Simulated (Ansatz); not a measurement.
`N#[C][SnH2][F]` + CH₃OH → `COC#N` + `[F][SnH3]` at 400 K and 1 bar (substitution at a C–Sn bond).

Computed with Ansatz on PBE0-D4/def2-TZVP structures; ΔE is electronic, products minus reactants. CCSD(T)/CBS adds triple-zeta CCSD(T) − MP2 to the extrapolated MP2 energy (def2 sets, frozen cores). This one scheme is used for every species. def2 core potentials past Kr. For Sn outer-core shells are correlated without core-valence functions, which leaves a few kJ/mol of doubt a bond.

| species | CCSD(T)/CBS energy (Eh) | H − E (kJ/mol) | S (J/(mol·K)) |
| --- | --- | --- | --- |
| `N#[C][SnH2][F]` | -407.77206 | 88.3 | 351.3 |
| CH₃OH | -115.61712 | 151.2 | 252.6 |
| `COC#N` | -207.72673 | 154.6 | 301.9 |
| `[F][SnH3]` | -315.62493 | 76.6 | 283.1 |

H − E and S are ideal-gas, rigid-rotor, harmonic terms from PBE0-D4/def2-TZVP. 1 Eh = 2625.50 kJ/mol, R = 8.31446 J/(mol·K).

**Question.** By hand: ΔE, ΔH, ΔS and ΔG.

**Answer.** ΔE = (-207.72673) + (-315.62493) − (-407.77206) − (-115.61712) = 0.03752 Eh = 98.5 kJ/mol. Δ(H − E) = 154.6 + 76.6 − 88.3 − 151.2 = -8.3, so ΔH = 90.2 kJ/mol. ΔS = 301.9 + 283.1 − 351.3 − 252.6 = -18.9 J/(mol·K). ΔG = 90.2 − 400 × (-18.9)/1000 = 97.8 kJ/mol.

**Question.** By hand: the equilibrium constant, and the temperature at which ΔG would vanish if ΔH and ΔS stayed fixed.

**Answer.** log₁₀ K = −ΔG/(RT ln 10) = -12.8. ΔH and −TΔS have one sign here, so there is no such temperature.

ΔH outweighs TΔS. A doubt of 5 kJ/mol in ΔE shifts log₁₀ K by 0.7 here. These are equilibria of isolated gas molecules and say nothing of rates. Largest T1 diagnostic: 0.014 (customary marks: 0.02 for closed shells, 0.045 for open ones).
